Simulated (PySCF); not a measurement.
Compound: CH7FSi2Te.
Geometry (PBE0-D3(BJ)/def2-SVP, Å), atoms numbered from 1 in this order:
```
atom  x, y, z in Å
F1    -1.9949   -1.0234    0.1381
C2    -1.4038   -0.1833   -0.7723
Si3   -0.7412    1.4069    0.0415
Te4    0.6768    0.8997    2.0380
Si5    1.8332   -0.9537    0.8155
H6    -2.1380    0.0893   -1.5539
H7    -0.5793   -0.7154   -1.2818
H8    -1.8557    2.2694    0.5311
H9     0.0274    2.1353   -1.0156
H10    0.9138   -2.1135    0.6252
H11    3.0057   -1.3566    1.6438
H12    2.2977   -0.4805   -0.5247
```

Level of theory: PBE0-D3(BJ)/def2-SVP geometry optimisation, gas phase, def2 core potentials past Kr in PySCF 2.14.0.

Q: Which atoms are bound to Te4, and at what distances?

A: 2 atoms: Si3 2.501 Å, Si5 2.503 Å. The nearest atom not counted as bound is H8, at 3.25 Å.

Q: What is the shape at Te4?

A: Bent: angle 91.3°.

Q: What are the other bond lengths?

A: F1–C2 1.373 Å; C2–Si3 1.905 Å; C2–H6, C2–H7 1.106 Å; Si3–H8, Si3–H9 1.494 Å; Si5–H10, Si5–H11, Si5–H12 1.493 Å.

Q: Give some angles away from the centre.

A: F1–C2–Si3 112.2°, C2–Si3–Te4 111.7°.

Q: What are the rotational constants (commonest isotopes, rigid rotor)?

A: A = 2001, B = 1068, C = 830.5 MHz: an asymmetric top.

Point group: C1 (no symmetry element, even within 0.4 Å). Charge 0, singlet. No PBE0-D3(BJ)/def2-SVP frequencies stand behind this structure, so it isn't proved a minimum.

One conformer stands for the species.
